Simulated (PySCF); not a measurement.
## State search for LiBe

Unrestricted PBE0; Li cc-pVDZ, Be cc-pVDZ; no relativity (PySCF 2.14). Outer shells of the fragments: Li 2s1; Be 2s2.

Followed along the bond (rough minima from three points):

```csv
2Ms+1,unpaired,⟨S²⟩ at the start,R at minimum (Å),Te (eV)
2,σ ↑,0.77,2.60,0.00
2,π ↑,0.75,2.25,0.62
4,"σ ↑↑, π ↑",3.75,2.52,2.23
```

Solutions found at the starting distance of 2.245 Å, counted from the lowest of them; the search is not exhaustive and high or unbound solutions are not listed, so other states can lie among these:

```json
{"2Ms+1": "2", "unpaired": "σ ↑", "term": "²Σ⁺", "E (eV)": "0.00", "⟨S²⟩": "0.77", "⟨Lz²⟩": "0.00", "μ (D)": "-2.90"}
{"2Ms+1": "2", "unpaired": "π ↑", "term": "²Π", "E (eV)": "0.47", "⟨S²⟩": "0.75", "⟨Lz²⟩": "1.01", "μ (D)": "-3.63"}
{"2Ms+1": "4", "unpaired": "σ ↑↑, π ↑", "term": "⁴Π", "E (eV)": "2.16", "⟨S²⟩": "3.75", "⟨Lz²⟩": "1.00", "μ (D)": "-4.77"}
{"2Ms+1": "4", "unpaired": "σ ↑, π ↑↑", "term": "⁴Σ⁻", "E (eV)": "2.53", "⟨S²⟩": "3.75", "⟨Lz²⟩": "0.00", "μ (D)": "-3.46"}
{"2Ms+1": "2", "unpaired": "σ ↑↑, π ↓", "term": "mixed", "E (eV)": "3.16", "⟨S²⟩": "1.75", "⟨Lz²⟩": "1.00", "μ (D)": "-4.34"}
{"2Ms+1": "4", "unpaired": "σ ↑↑↑", "term": "⁴Σ⁺", "E (eV)": "3.26", "⟨S²⟩": "3.75", "⟨Lz²⟩": "0.00", "μ (D)": "4.88"}
{"2Ms+1": "2", "unpaired": "σ ↑, π ↑↓", "term": "mixed", "E (eV)": "3.48", "⟨S²⟩": "1.75", "⟨Lz²⟩": "2.01", "μ (D)": "-2.71"}
{"2Ms+1": "2", "unpaired": "σ ↑", "term": "mixed", "E (eV)": "4.00", "⟨S²⟩": "0.92", "⟨Lz²⟩": "2.00", "μ (D)": "-1.51"}
{"2Ms+1": "4", "unpaired": "σ ↑, π ↑↑", "term": "mixed", "E (eV)": "5.07", "⟨S²⟩": "3.75", "⟨Lz²⟩": "2.00", "μ (D)": "3.21"}
```

A term symbol is given only where ⟨S²⟩ and ⟨Lz²⟩ are close to those of a pure state; real π, δ and φ orbitals otherwise mix terms. A positive dipole means Li(−)Be(+).

**Question.** Compare the gap between the two lowest followed solutions at the starting distance with the gap between their minima.

**Answer.** At PBE0 the second solution (doublet, unpaired electrons π ↑) lies +0.47 eV from the first (doublet, unpaired electrons σ ↑) at 2.245 Å and +0.62 eV at the minima; the two curves relax by different amounts, since their minima lie near 2.25 and 2.60 Å.

Counting both spins, an empty level lies below a filled one in some of these solutions, because spin and occupation are held.
